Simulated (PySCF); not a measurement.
## Atomic charges by several schemes

C₆H₁₅NP (charge -1).
Geometry (GFN2-xTB, Å), atoms numbered from 1 in this order:
```xyz
23
C6H15NP angstrom
C      2.8191    0.6431    1.3865
C      1.9543   -0.2695    0.5137
C      2.4482   -0.2528   -0.9282
C      0.4891    0.1353    0.5777
P     -0.6372   -1.1195   -0.2783
N     -2.0954   -0.1465   -0.0143
C     -3.1426   -0.7706    0.7482
C     -2.6204    0.5256   -1.1740
H      3.8700    0.3525    1.3332
H      2.7300    1.6761    1.0506
H      2.5009    0.5950    2.4270
H      2.0330   -1.2968    0.8897
H      1.7634   -0.8487   -1.5267
H      2.4496    0.7661   -1.3149
H      3.4572   -0.6618   -1.0107
H      0.1697    0.2209    1.6238
H      0.3435    1.1163    0.1084
H     -2.6911   -1.3289    1.5654
H     -3.7661   -1.4632    0.1551
H     -3.8067    0.0057    1.1613
H     -3.2196   -0.1309   -1.8293
H     -1.7878    0.9210   -1.7518
H     -3.2660    1.3588   -0.8535
```

Density: PBE0/pcSseg-1 (PySCF); schemes: Mulliken, IAO, Hirshfeld and ESP-fitted. One conformer (not necessarily the lowest) at the GFN2-xTB geometry, without solvent, vibrations or thermal averaging. The pcSseg-1 basis has no diffuse functions, a weakness for an anion. The HOMO energy is positive at this level (+1.24 eV), so the outermost electrons may be held by the finite basis alone.

Q: Do the Mulliken, IAO, Hirshfeld and ESP-fitted schemes agree on where the charge is highest?

A: The schemes don't all agree: Mulliken H13 (+0.113); IAO H13 (+0.155); Hirshfeld H11 (+0.023); ESP-fitted C2 (+0.899).

Q: For which atoms does the sign change between the 4 schemes (beyond +0.03 e in one, beyond −0.03 e in another)?

A: C2, N6 and H12.

Q: Which atoms carry the lowest charge in the Mulliken, IAO, Hirshfeld and ESP-fitted schemes?

A: The schemes don't all agree: Mulliken N6 (-0.709); IAO N6 (-0.421); Hirshfeld P5 (-0.319); ESP-fitted C4 (-0.858).

Q: Give the atomic charges in each scheme.

A: In e:

| atom | environment | Mulliken | IAO | Hirshfeld | ESP-fitted |
| --- | --- | --- | --- | --- | --- |
| C1 | methyl carbon | -0.209 | -0.411 | -0.132 | -0.817 |
| C2 | sp3 CH carbon | -0.347 | -0.083 | -0.029 | +0.899 |
| C3 | methyl carbon | -0.205 | -0.418 | -0.137 | -0.304 |
| C4 | sp3 carbon bound to phosphorus | -0.312 | -0.405 | -0.154 | -0.858 |
| P5 | phosphorus bonded to C and N | -0.199 | -0.321 | -0.319 | -0.760 |
| N6 | nitrogen bonded to 2 C and P | -0.709 | -0.421 | -0.152 | +0.225 |
| C7 | N-methyl carbon | -0.029 | -0.289 | -0.104 | -0.331 |
| C8 | N-methyl carbon | -0.027 | -0.289 | -0.104 | -0.501 |
| H9 | methyl hydrogen | +0.069 | +0.108 | +0.015 | +0.124 |
| H10 | methyl hydrogen | +0.079 | +0.120 | +0.022 | +0.163 |
| H11 | methyl hydrogen | +0.088 | +0.123 | +0.023 | +0.157 |
| H12 | methine hydrogen | +0.086 | +0.115 | +0.015 | -0.079 |
| H13 | methyl hydrogen | +0.113 | +0.155 | +0.010 | +0.057 |
| H14 | methyl hydrogen | +0.069 | +0.114 | +0.021 | +0.054 |
| H15 | methyl hydrogen | +0.062 | +0.102 | +0.012 | -0.002 |
| H16 | methylene hydrogen | +0.086 | +0.101 | -0.003 | +0.204 |
| H17 | methylene hydrogen | +0.079 | +0.096 | -0.002 | +0.197 |
| H18 | methyl hydrogen | +0.077 | +0.141 | +0.011 | +0.092 |
| H19 | methyl hydrogen | +0.031 | +0.073 | -0.004 | +0.088 |
| H20 | methyl hydrogen | +0.045 | +0.089 | +0.002 | +0.041 |
| H21 | methyl hydrogen | +0.030 | +0.074 | -0.005 | +0.114 |
| H22 | methyl hydrogen | +0.083 | +0.140 | +0.014 | +0.154 |
| H23 | methyl hydrogen | +0.043 | +0.088 | +0.001 | +0.084 |

Mean size of the charges over all atoms: ESP-fitted 0.274 e, IAO 0.186 e, Mulliken 0.134 e, Hirshfeld 0.056 e. Each set sums to the total charge, -1, to within 0.001 e. The Mulliken scheme gives each basis function's population to the atom it is centred on and halves the overlap population of two atoms between them. The IAO scheme projects the occupied orbitals on a minimal set of polarised atomic orbitals and counts the electrons in each atom's part of it.

Q: Sum the charges by element, for elements with more than one atom.

A: 
```
element  atoms  Mulliken     IAO  Hirshfeld  ESP-fitted
      C      6    -1.128  -1.896     -0.661      -1.912
      H     15    +1.037  +1.638     +0.131      +1.446
```

Q: How closely do the schemes follow one another over all atoms?

A: Correlation coefficient and root-mean-square difference: IAO with Hirshfeld 0.88, 0.150 e; Mulliken with IAO 0.79, 0.136 e; Hirshfeld with ESP-fitted 0.68, 0.336 e; Mulliken with Hirshfeld 0.67, 0.152 e; IAO with ESP-fitted 0.63, 0.302 e; Mulliken with ESP-fitted 0.15, 0.408 e.

Q: How many electrons does the Mulliken scheme count on C7?

A: Z − q = 6 − (-0.029) = 6.029.
